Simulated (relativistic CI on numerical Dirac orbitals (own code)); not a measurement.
# Level scheme of Ti6+

Method of calculation: Dirac-Coulomb-Breit CI, orbitals from a KLI potential per configuration, a model potential for QED, unscaled Slater integrals (own radial code, finite nucleus).

Configurations in the expansion (outside the closed core [Ne]): 3s2 3p4, 3s 3p5, 3s2 3p3 3d, 3p6, 3s 3p4 3d, 3s2 3p3 4s, 3p5 3d, 3s 3p3 3d2, 3s2 3p3 4p, 3s2 3p3 4d, 3s2 3p3 4f, 3s 3p4 4s, 3s2 3p3 5s, 3s2 3p3 5p, 3s2 3p2 3d2, 3s2 3p 3d3, 3s 3p2 3d3, 3s2 3p 3d2 4s, 3s2 3p 3d2 4p, 3s2 3p 3d2 4d. Double excitations out of closed p, d and f shells are left out; levels of such configurations are missing from the list, as are those of other unlisted configurations, and high levels can miss mixing partners. These lack a partner that the ground configuration has and come out too high: 3s2 3p3 4f, 3s 3p4 4s, 3s2 3p3 5s, 3s2 3p3 5p.

The lowest level is 3s2 3p4 3P_2, with 95 % of that term; Hund's rules for 3s2 3p4 give 3P with J = 2, in agreement.

| No. | Configuration | Term | J | E (eV) | % | Next component (%) | Landé g |
| --- | --- | --- | --- | --- | --- | --- | --- |
| 1 | 3s2 3p4 | 3P | 2 | 0.0000 | 95 | 2 3s 3p4 3d 3P | 1.494 |
| 2 | 3s2 3p4 | 3P | 1 | 0.5532 | 96 | 2 3s 3p4 3d 3P | 1.501 |
| 3 | 3s2 3p4 | 3P | 0 | 0.7235 | 95 | 2 3s 3p4 3d 3P |  |
| 4 | 3s2 3p4 | 1D | 2 | 3.2631 | 95 | 2 3s 3p4 3d 1D | 1.006 |
| 5 | 3s2 3p4 | 1S | 0 | 6.9736 | 93 | 3 3s2 3p2 3d2 1S |  |
| 6 | 3s 3p5 | 3P° | 2 | 23.9533 | 78 | 20 3s2 3p3 3d 3P° | 1.501 |
| 7 | 3s 3p5 | 3P° | 1 | 24.4213 | 77 | 20 3s2 3p3 3d 3P° | 1.499 |
| 8 | 3s 3p5 | 3P° | 0 | 24.6827 | 77 | 20 3s2 3p3 3d 3P° |  |
| 9 | 3s 3p5 | 1P° | 1 | 31.4322 | 54 | 44 3s2 3p3 3d 1P° | 1.001 |
| 10 | 3s2 3p3 3d | 5D° | 0 | 33.3461 | 97 | 2 3s 3p3 3d2 5D° |  |
| 11 | 3s2 3p3 3d | 5D° | 1 | 33.3515 | 97 | 2 3s 3p3 3d2 5D° | 1.500 |
| 12 | 3s2 3p3 3d | 5D° | 2 | 33.3610 | 97 | 2 3s 3p3 3d2 5D° | 1.499 |
| 13 | 3s2 3p3 3d | 5D° | 3 | 33.3753 | 97 | 2 3s 3p3 3d2 5D° | 1.499 |
| 14 | 3s2 3p3 3d | 5D° | 4 | 33.4009 | 97 | 2 3s 3p3 3d2 5D° | 1.499 |
| 15 | 3s2 3p3 3d | 3D° | 2 | 36.0773 | 93 | 3 3F° | 1.151 |
| 16 | 3s2 3p3 3d | 3D° | 3 | 36.1038 | 95 | 3 3s 3p3 3d2 3D° | 1.329 |
| 17 | 3s2 3p3 3d | 3D° | 1 | 36.1780 | 97 | 3 3s 3p3 3d2 3D° | 0.500 |
| 18 | 3s2 3p3 3d | 3F° | 2 | 37.0239 | 93 | 3 3D° | 0.683 |
| 19 | 3s2 3p3 3d | 1S° | 0 | 37.0743 | 96 | 4 3s 3p3 3d2 1S° |  |
| 20 | 3s2 3p3 3d | 3F° | 3 | 37.1961 | 94 | 2 3s 3p3 3d2 3F° | 1.087 |
| 21 | 3s2 3p3 3d | 3F° | 4 | 37.4094 | 96 | 2 3s 3p3 3d2 3F° | 1.249 |
| 22 | 3s2 3p3 3d | 3G° | 3 | 39.7013 | 96 | 2 3s 3p3 3d2 3G° | 0.755 |
| 23 | 3s2 3p3 3d | 3G° | 4 | 39.7455 | 95 | 2 3F° | 1.054 |
| 24 | 3s2 3p3 3d | 3G° | 5 | 39.8124 | 97 | 2 3s 3p3 3d2 3G° | 1.200 |
| 25 | 3s2 3p3 3d | 1G° | 4 | 40.7241 | 94 | 3 3F° | 1.008 |
| 26 | 3s2 3p3 3d | 1D° | 2 | 40.9486 | 94 | 2 3s 3p3 3d2 1D° | 1.000 |
| 27 | 3s2 3p3 3d | 3F° | 4 | 42.5966 | 91 | 3 1G° | 1.239 |
| 28 | 3s2 3p3 3d | 3F° | 3 | 42.6418 | 94 | 2 3p5 3d 3F° | 1.081 |
| 29 | 3s2 3p3 3d | 3P° | 0 | 42.6562 | 94 | 2 3s 3p3 3d2 3P° |  |
| 30 | 3s2 3p3 3d | 3F° | 2 | 42.7399 | 93 | 2 3D° | 0.681 |
| 31 | 3s2 3p3 3d | 3P° | 1 | 42.8003 | 92 | 2 3s 3p3 3d2 3P° | 1.483 |
| 32 | 3s2 3p3 3d | 3D° | 1 | 42.9189 | 94 | 2 3s 3p3 3d2 3D° | 0.517 |
| 33 | 3s2 3p3 3d | 3P° | 2 | 43.1759 | 77 | 17 3D° | 1.438 |
| 34 | 3s2 3p3 3d | 3D° | 2 | 43.2496 | 77 | 17 3P° | 1.213 |
| 35 | 3s2 3p3 3d | 3D° | 3 | 43.6442 | 94 | 2 3s 3p3 3d2 3D° | 1.328 |
| 36 | 3s2 3p3 3d | 1F° | 3 | 46.5452 | 94 | 2 3s 3p3 3d2 1F° | 1.003 |
| 37 | 3s2 3p3 3d | 3P° | 2 | 47.9619 | 77 | 18 3s 3p5 3P° | 1.500 |
| 38 | 3s2 3p3 3d | 3S° | 1 | 48.0048 | 72 | 17 3P° | 1.855 |
| 39 | 3s2 3p3 3d | 3P° | 1 | 48.1952 | 32 | 22 3S° | 1.436 |
| 40 | 3s2 3p3 3d | 3P° | 0 | 48.4762 | 76 | 19 3s 3p5 3P° |  |
| 41 | 3s2 3p3 3d | 1P° | 1 | 48.5649 | 34 | 28 3P° | 1.208 |
| 42 | 3s2 3p3 3d | 3D° | 3 | 50.2299 | 94 | 2 3s 3p3 3d2 3D° | 1.330 |
| 43 | 3s2 3p3 3d | 3D° | 2 | 50.5904 | 94 | 2 3s 3p3 3d2 3D° | 1.164 |
| 44 | 3s2 3p3 3d | 3D° | 1 | 50.8243 | 95 | 2 3s 3p3 3d2 3D° | 0.502 |
| 45 | 3s2 3p3 3d | 1D° | 2 | 52.2945 | 94 | 2 3s2 3p 3d3 1D° | 1.003 |
| 46 | 3s2 3p3 3d | 1F° | 3 | 53.7934 | 94 | 3 3s 3p3 3d2 1F° | 1.002 |
| 47 | 3s 3p4 3d | 5D | 4 | 54.6863 | 90 | 9 3s2 3p2 3d2 5D | 1.500 |
| 48 | 3s 3p4 3d | 5D | 3 | 54.7280 | 89 | 9 3s2 3p2 3d2 5D | 1.500 |
| 49 | 3p6 | 1S | 0 | 54.7436 | 47 | 44 3s 3p4 3d 1S |  |
| 50 | 3s 3p4 3d | 5D | 2 | 54.7808 | 90 | 9 3s2 3p2 3d2 5D | 1.500 |
| 51 | 3s 3p4 3d | 5D | 1 | 54.8272 | 90 | 9 3s2 3p2 3d2 5D | 1.500 |
| 52 | 3s 3p4 3d | 5D | 0 | 54.8542 | 90 | 9 3s2 3p2 3d2 5D |  |
| 53 | 3s2 3p3 3d | 1P° | 1 | 56.1771 | 91 | 2 3s2 3p 3d3 1P° | 0.998 |
| 54 | 3s 3p4 3d | 5F | 5 | 58.8672 | 92 | 6 3s2 3p2 3d2 5F | 1.400 |
| 55 | 3s 3p4 3d | 5F | 4 | 59.0553 | 92 | 6 3s2 3p2 3d2 5F | 1.350 |
| 56 | 3s 3p4 3d | 5F | 3 | 59.1942 | 92 | 6 3s2 3p2 3d2 5F | 1.250 |
| 57 | 3s 3p4 3d | 5F | 2 | 59.2919 | 92 | 6 3s2 3p2 3d2 5F | 1.000 |
| 58 | 3s 3p4 3d | 5F | 1 | 59.3540 | 92 | 6 3s2 3p2 3d2 5F | -0.001 |
| 59 | 3s 3p4 3d | 5P | 1 | 59.8807 | 88 | 11 3s2 3p2 3d2 5P | 2.496 |
| 60 | 3s 3p4 3d | 5P | 2 | 60.0261 | 87 | 10 3s2 3p2 3d2 5P | 1.831 |
| 61 | 3s 3p4 3d | 5P | 3 | 60.2569 | 88 | 11 3s2 3p2 3d2 5P | 1.667 |
| 62 | 3s 3p4 3d | 3P | 0 | 61.5418 | 82 | 16 3s2 3p2 3d2 3P |  |
| 63 | 3s 3p4 3d | 3P | 1 | 61.6809 | 82 | 16 3s2 3p2 3d2 3P | 1.504 |
| 64 | 3s 3p4 3d | 3P | 2 | 61.9678 | 81 | 16 3s2 3p2 3d2 3P | 1.502 |
| 65 | 3s 3p4 3d | 3D | 1 | 62.9645 | 82 | 17 3s2 3p2 3d2 3D | 0.500 |
| 66 | 3s 3p4 3d | 3D | 2 | 63.1053 | 81 | 17 3s2 3p2 3d2 3D | 1.164 |
| 67 | 3s 3p4 3d | 3D | 3 | 63.3081 | 79 | 16 3s2 3p2 3d2 3D | 1.324 |
| 68 | 3s 3p4 3d | 3F | 4 | 63.5131 | 86 | 12 3s2 3p2 3d2 3F | 1.248 |
| 69 | 3s 3p4 3d | 3F | 3 | 63.8601 | 83 | 11 3s2 3p2 3d2 3F | 1.092 |
| 70 | 3s 3p4 3d | 3F | 2 | 64.0853 | 86 | 12 3s2 3p2 3d2 3F | 0.670 |

Energies count from the lowest computed level; ° marks odd parity.

The mean weight of the leading LS term, summed over parents, in these 70 levels is 87 %, and that of the leading jj configuration (from the same eigenvectors) 47 %, so LS coupling describes them better.

At this charge configurations can still be misplaced by up to about 7 % of their energy. 18 of the 23 excited levels that our extract of the measured tables holds in this range could be paired (the sources list more); they are missed by 12103 cm⁻¹ on average and 20942 at most, and levels without a partner can miss by more. Some levels of the ground configuration have no partner and can miss by 10 % or more.

Landé's interval rule says that E(J) − E(J−1) = AJ with one A. For the ground term the intervals give A = -1373.1, -2230.9 cm⁻¹ for J = 1, 2; the multiplet is inverted.

LS names give the leading component of a level, which can be under half, so a name can repeat, a term be missing and a line seem to break the LS rules.
